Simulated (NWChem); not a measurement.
The numbers come from NWChem runs, not from measurements. System: CH$_{2}$I$_{2}$, charge 0, spin multiplicity 3, at the geometry of a parent with another charge or spin, in a state set for the comparison that need not be this species' ground state. Its SCF solution wasn't tested for a lower state. Level: ROCR-CCSD(T)/def2-SVP with def2 effective core potentials on I, 9 core orbitals frozen.

Input file:

```
start mol
memory heap 100 mb stack 700 mb global 1900 mb
geometry units angstroms nocenter noautoz
  I      1.839079     0.000000     0.090760
  C      0.000000     0.000000    -1.048982
  I     -1.839079     0.000000     0.090760
  H      0.000000     0.904558    -1.663358
  H      0.000000    -0.904558    -1.663358
  symmetry group C2v
end
basis spherical
  * library def2-svp
end
ecp
  I library def2-ecp
end
scf
  rohf
  nopen 2
  maxiter 100
  thresh 1e-7
  semidirect memsize 60000000 filesize 0
  # guess.movecs holds the orbitals of an unrestricted PBE0 run
  vectors input guess.movecs swap 27 29 output mol.movecs
end
tce
  freeze core 9
  cr-ccsd(t)
  2eorb
  2emet 13
  thresh 1e-6
  maxiter 100
  tilesize 24
end
task tce energy
```

Output (cleaned and shortened):

```
             Northwest Computational Chemistry Package (NWChem) 7.3.0
             --------------------------------------------------------

                                NWChem Input Module
                                -------------------

 Scaling coordinates for geometry "geometry" by  1.889725989
 (inverse scale =  0.529177249)

 Turning off AUTOSYM since
 SYMMETRY directive was detected!

                             Geometry "geometry" -> ""
                             -------------------------

 Output coordinates in angstroms (scale by  1.889725989 to convert to a.u.)

  No.       Tag          Charge          X              Y              Z
 ---- ---------------- ---------- -------------- -------------- --------------
    1 I                   53.0000     1.83907900     0.00000000     0.09076000
    2 C                    6.0000     0.00000000     0.00000000    -1.04898200
    3 I                   53.0000    -1.83907900     0.00000000     0.09076000
    4 H                    1.0000     0.00000000     0.90455800    -1.66335800
    5 H                    1.0000     0.00000000    -0.90455800    -1.66335800

 Effective nuclear repulsion energy (a.u.)     607.3704761000

            Nuclear Dipole moment (a.u.)
            ----------------------------
        X                 Y               Z
 ---------------- ---------------- ----------------
     0.0000000000     0.0000000000    -0.0000907068

      Symmetry information
      --------------------

 Group name             C2v
 Group number             16
 Group order               4
 No. of unique centers     3

      Symmetry unique atoms

     1    2    4


 Summary of "ao basis" -> "" (spherical)
 ------------------------------------------------------------------------------
       Tag                 Description            Shells   Functions and Types
 ---------------- ------------------------------  ------  ---------------------
 *                          def2-svp                  on all atoms

 Summary of "ao basis" -> "ao basis" (spherical)
 ------------------------------------------------------------------------------
       Tag                 Description            Shells   Functions and Types
 ---------------- ------------------------------  ------  ---------------------
 I                          def2-svp                10       26   4s4p2d
 C                          def2-svp                 6       14   3s2p1d
 H                          def2-svp                 3        5   2s1p

                                 NWChem SCF Module
                                 -----------------

  ao basis        = "ao basis"
  functions       =    76
  atoms           =     5
  closed shells   =    28
  open shells     =     2
  charge          =   0.00
  wavefunction    = ROHF
  use symmetry    = T
  symmetry adapt  = T

 Summary of "ao basis" -> "ao basis" (spherical)
 ------------------------------------------------------------------------------
       Tag                 Description            Shells   Functions and Types
 ---------------- ------------------------------  ------  ---------------------
 I                          def2-svp                10       26   4s4p2d
 C                          def2-svp                 6       14   3s2p1d
 H                          def2-svp                 3        5   2s1p

      Symmetry analysis of basis
      --------------------------

        a1         29
        a2         10
        b1         22
        b2         15

 Forming initial guess at       0.1s

 Swapping ROHF orbitals    27   29

      Symmetry analysis of molecular orbitals - initial
      -------------------------------------------------

  Numbering of irreducible representations:

     1 a1          2 a2          3 b1          4 b2

  Orbital symmetries:

     1 a1          2 a1          3 b1          4 a1          5 b1
     6 b2          7 a2          8 a1          9 b1         10 a1
    11 b1         12 b2         13 a2         14 a1         15 b1
    16 b2         17 a2         18 a1         19 b1         20 a1
    21 b1         22 a1         23 b2         24 a1         25 b1
    26 a2         27 b1         28 a1         29 b2         30 a1
    31 b1         32 a1         33 b2         34 a1         35 b1
    36 b2         37 a1         38 b1         39 b2         40 a2

 Starting SCF solution at       0.1s

 ----------------------------------------------
         Quadratically convergent ROHF

 Convergence threshold     :          1.000E-07
 Maximum no. of iterations :          100
 Final Fock-matrix accuracy:          1.000E-09
 ----------------------------------------------

              iter       energy          gnorm     gmax       time
             ----- ------------------- --------- --------- --------
                 1     -632.0857932403  5.45D-01  1.21D-01      1.1
                 2     -632.1040336308  1.73D-01  5.21D-02      1.2
                 3     -632.1075183333  1.71D-02  8.74D-03      1.3
                 4     -632.1077203089  2.99D-04  1.26D-04      1.6
                 5     -632.1077203382  5.38D-08  1.50D-08      2.0

       Final ROHF results
       ------------------

         Total SCF energy =   -632.107720338245
      One-electron energy =  -1464.009960997997
      Two-electron energy =    642.893318396940
 Nuclear repulsion energy =    189.008922262812

        Time for solution =      1.8s

       Symmetry analysis of molecular orbitals - final
       -----------------------------------------------

  Numbering of irreducible representations:

     1 a1          2 a2          3 b1          4 b2
[...]
   26   -0.3859
   27   -0.3649
   28   -0.3485
   29   -0.2729
   30   -0.0578
   31    0.1248
   32    0.1890
   33    0.2263
   34    0.4109
   35    0.4470
   36    0.4808
   37    0.4824
   38    0.5144
   39    0.5435
   40    0.5469

                       ROHF Final Molecular Orbital Analysis
                       -------------------------------------

 Vector   28  Occ=2.000000D+00  E=-3.485150D-01  Symmetry=a2
              MO Center=  6.7D-14,  2.1D-17,  7.5D-02, r^2= 5.4D+00
   Bfn.  Coefficient  Atom+Function         Bfn.  Coefficient  Atom+Function
  ----- ------------  ---------------      ----- ------------  ---------------
    12      0.421584  1 I  py                52     -0.421584  3 I  py
    15      0.414920  1 I  py                55     -0.414920  3 I  py
     9     -0.173542  1 I  py                49      0.173542  3 I  py

 Vector   29  Occ=1.000000D+00  E=-2.728713D-01  Symmetry=b2
              MO Center=  9.7D-13,  2.1D-13,  4.1D-02, r^2= 5.3D+00
   Bfn.  Coefficient  Atom+Function         Bfn.  Coefficient  Atom+Function
  ----- ------------  ---------------      ----- ------------  ---------------
    12      0.433014  1 I  py                52      0.433014  3 I  py
    15      0.389657  1 I  py                55      0.389657  3 I  py
     9     -0.173509  1 I  py                49     -0.173509  3 I  py

 Vector   30  Occ=1.000000D+00  E=-5.783758D-02  Symmetry=a1
              MO Center=  1.7D-13,  1.4D-13, -2.7D-01, r^2= 4.4D+00
   Bfn.  Coefficient  Atom+Function         Bfn.  Coefficient  Atom+Function
  ----- ------------  ---------------      ----- ------------  ---------------
    29      0.929375  2 C  s                 14      0.522338  1 I  px
    54     -0.522338  3 I  px                35      0.461338  2 C  pz
    32      0.380426  2 C  pz                28      0.366128  2 C  s
     4     -0.333318  1 I  s                 44     -0.333318  3 I  s
    11      0.268989  1 I  px                51     -0.268989  3 I  px

 Vector   31  Occ=0.000000D+00  E= 1.247673D-01  Symmetry=b1
              MO Center= -2.1D-13,  1.2D-17, -3.2D-01, r^2= 5.3D+00
   Bfn.  Coefficient  Atom+Function         Bfn.  Coefficient  Atom+Function
  ----- ------------  ---------------      ----- ------------  ---------------
    33      0.996541  2 C  px                14      0.591968  1 I  px
    54      0.591968  3 I  px                16      0.479367  1 I  pz
    56     -0.479367  3 I  pz                 4     -0.435337  1 I  s
    44      0.435337  3 I  s                 30      0.428183  2 C  px
     3     -0.170457  1 I  s                 43      0.170457  3 I  s

 Vector   32  Occ=0.000000D+00  E= 1.890024D-01  Symmetry=a1
              MO Center=  2.7D-15,  1.7D-15, -1.8D+00, r^2= 4.3D+00
   Bfn.  Coefficient  Atom+Function         Bfn.  Coefficient  Atom+Function
  ----- ------------  ---------------      ----- ------------  ---------------
    29      2.366076  2 C  s                 68     -1.627394  4 H  s
    73     -1.627394  5 H  s                 35     -0.883985  2 C  pz
     3      0.313809  1 I  s                 43      0.313809  3 I  s
    32     -0.227536  2 C  pz                 4     -0.217501  1 I  s
    44     -0.217501  3 I  s

 Vector   33  Occ=0.000000D+00  E= 2.263390D-01  Symmetry=b2
              MO Center=  8.1D-14, -7.3D-14, -1.8D+00, r^2= 4.1D+00
   Bfn.  Coefficient  Atom+Function         Bfn.  Coefficient  Atom+Function
  ----- ------------  ---------------      ----- ------------  ---------------
    68      1.761909  4 H  s                 73     -1.761909  5 H  s
    34     -1.409152  2 C  py                31     -0.277767  2 C  py

 center of mass
 --------------
 x =   0.00000000 y =   0.00000000 z =   0.05005864

 moments of inertia (a.u.)
 ------------------
          79.753137199221           0.000000000000           0.000000000000
           0.000000000000        3139.293719725137           0.000000000000
           0.000000000000           0.000000000000        3071.319777974151

  Mulliken analysis of the total density
  --------------------------------------

    Atom       Charge   Shell Charges
 -----------   ------   -------------------------------------------------------
    1 I   25    24.98   1.83  0.22  1.24  0.68  2.93  3.12  2.48  2.43  9.83  0.23
    2 C    6     6.29   1.99  0.95  0.36  1.83  1.14  0.03
    3 I   25    24.98   1.83  0.22  1.24  0.68  2.93  3.12  2.48  2.43  9.83  0.23
    4 H    1     0.87   0.72  0.12  0.03
    5 H    1     0.87   0.72  0.12  0.03

 Mulliken analysis of the open-shell density
 -------------------------------------------

    Atom       Charge   Shell Charges
 -----------   ------   -------------------------------------------------------
    1 I   25     0.76  -0.00  0.00  0.01  0.00 -0.02  0.03  0.32  0.40  0.00  0.02
    2 C    6     0.42   0.00  0.11  0.00  0.20  0.10  0.00
    3 I   25     0.76  -0.00  0.00  0.01  0.00 -0.02  0.03  0.32  0.40  0.00  0.02
    4 H    1     0.03   0.02  0.02  0.00
    5 H    1     0.03   0.02  0.02  0.00

       Multipole analysis of the density wrt the origin
       ------------------------------------------------

     L   x y z        total         open         nuclear
     -   - - -        -----         ----         -------
     0   0 0 0     -0.000000     -2.000000     58.000000

     1   1 0 0      0.000000     -0.000000      0.000000
     1   0 1 0     -0.000000     -0.000000      0.000000
     1   0 0 1     -0.502854      0.438630     -9.604736

     2   2 0 0    -48.857151    -24.112214    603.904751
     2   1 1 0      0.000000      0.000000      0.000000
     2   1 0 1     -0.000000      0.000000      0.000000
     2   0 2 0    -43.508107     -5.578096      5.843869
     2   0 1 1      0.000000      0.000000      0.000000
     2   0 0 2    -44.625643     -5.115073     44.808172

                   NWChem Extensible Many-Electron Theory Module
                   ---------------------------------------------


            General Information
            -------------------
      Number of processors :     1
         Wavefunction type : Restricted open-shell Hartree-Fock
          No. of electrons :    58
           Alpha electrons :    30
            Beta electrons :    28
           No. of orbitals :   152
            Alpha orbitals :    76
             Beta orbitals :    76
        Alpha frozen cores :     9
         Beta frozen cores :     9
     Alpha frozen virtuals :     0
      Beta frozen virtuals :     0
         Spin multiplicity : triplet
    Number of AO functions :    76
       Number of AO shells :    32
        Use of symmetry is : on
      Symmetry adaption is : on
         Schwarz screening : 0.10D-09

          Correlation Information
          -----------------------
          Calculation type : Coupled-cluster singles & doubles w/ perturbation
   Perturbative correction : Completely renormalized (T)
            Max iterations :      100
        Residual threshold : 0.10D-05
     T(0) DIIS level shift : 0.00D+00
     L(0) DIIS level shift : 0.00D+00
     T(1) DIIS level shift : 0.00D+00
     L(1) DIIS level shift : 0.00D+00
     T(R) DIIS level shift : 0.00D+00
     T(I) DIIS level shift : 0.00D+00
   CC-T/L Amplitude update :  5-th order DIIS
                I/O scheme : Global Array Library
        L-threshold :  0.10D-05
        EOM-threshold :  0.10D-05
 no EOMCCSD initial starts read in
 TCE RESTART OPTIONS
 SLICE:      F
 D4D5:       F
 quantumc:   F
 qrotation:  F
 pwtce:      F
 qducc:      F
 nacto:                         0
 nrotv:                         0
 nrot:                          0

            Memory Information
            ------------------
          Available GA space size is     249025248 doubles
          Available MA space size is     104847164 doubles

 Maximum block size supplied by input
 Maximum block size        24 doubles

 tile_dim =     17

 -------------------------------------------------

 Global array virtual files algorithm will be used

 Parallel file system coherency ......... OK

 4-electron integrals stored in orbital form

 v2    file size   =          1072002
 4-index algorithm nr.  13 is used
 imaxsize =       30
 imaxsize ichop =        0


CCSD iterations
 ---------------------------------------------------------
 Iter          Residuum       Correlation     Cpu    Wall
 ---------------------------------------------------------
    1   0.1645865038263  -0.4232589258912     2.3     2.3
    2   0.0449966246117  -0.4109430977698     2.4     2.4
    3   0.0230498150363  -0.4271840498888     2.3     2.3
    4   0.0109217566032  -0.4232853315663     1.8     1.8
    5   0.0076642829629  -0.4263586058137     2.3     2.3
    6   0.0019966858339  -0.4258121674940     2.1     2.1
    7   0.0010047941138  -0.4257293574998     2.1     2.1
    8   0.0006700023268  -0.4257164982792     2.3     2.3
    9   0.0004050451597  -0.4257383520072     1.4     1.4
   10   0.0003166006031  -0.4257386193694     1.3     1.3
   11   0.0000753303428  -0.4257602199565     1.3     1.3
   12   0.0000379132309  -0.4257462254474     1.4     1.4
   13   0.0000244133683  -0.4257506469302     1.3     1.3
   14   0.0000144005033  -0.4257477517029     1.4     1.4
   15   0.0000103433213  -0.4257490038535     1.4     1.4
   16   0.0000032915091  -0.4257481739000     1.4     1.4
   17   0.0000019620836  -0.4257482666286     1.4     1.4
   18   0.0000011471905  -0.4257482265550     1.5     1.5
   19   0.0000007756847  -0.4257483006089     1.6     1.6
 -----------------------------------------------------------------
 Iterations converged
 CCSD correlation energy / hartree =        -0.425748300608916
 CCSD total energy / hartree       =      -632.533468638854401

 Singles contributions

 Doubles contributions
    31b1  (alpha)    29b2  (beta ) ---    30a1  (alpha)    28a2  (beta )       -0.1896750840
 CR-CCSD(T)

 CR-CCSD[T]  correction energy / hartree =        -0.015389451300352
 CR-CCSD[T] correlation energy / hartree =        -0.441137751909269
 CR-CCSD[T] total energy / hartree       =      -632.548858090154795
 CR-CCSD(T)  correction energy / hartree =        -0.014862264907964
 CR-CCSD(T) correlation energy / hartree =        -0.440610565516881
 CR-CCSD(T) total energy / hartree       =      -632.548330903762348

 Task  times  cpu:      137.1s     wall:      137.1s

 Total times  cpu:      137.1s     wall:      137.1s
```
